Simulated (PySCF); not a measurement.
C₃H₃, charge -1, singlet, geometry from GFN2-xTB (in this run its highest filled SCF level lies above zero, so its values depend strongly on the basis, on diffuse functions most of all). Base run: PySCF with PBE0/6-31+G*.

PySCF was given this input:
```python
from pyscf import gto, scf, dft, solvent

mol = gto.M(
    atom='''
C     0.015184   -0.052156    0.806927
C     0.003588   -0.766783   -0.607575
C    -0.019757    0.561525   -0.527661
H     0.935761   -0.000041    1.428440
H    -0.884247   -0.033956    1.460495
H    -0.045601    1.578483   -0.919078
''',
    basis='6-31+g*',
    charge=-1,
    spin=0,
    verbose=4,
)

mf = dft.RKS(mol)
mf.xc = 'pbe0'
mf.kernel()
mf.analyze()
```

Base: HOMO-LUMO gap (eV) 4.19.

A changed run: ΔE vs base (kcal/mol) -51.27; HOMO-LUMO gap (eV) 5.61.

Question: Which change was made?
(A) model = C-PCM; solvent = chloroform
(B) model = IEF-PCM; solvent = toluene
(C) model = IEF-PCM; solvent = water

Answer: A, model = C-PCM; solvent = chloroform

The base is the gas phase, so ΔE is the electrostatic part of solvation at a fixed geometry, without cavity and dispersion terms.

The gas-phase anion may not be bound at this level, which the solvent then changes.
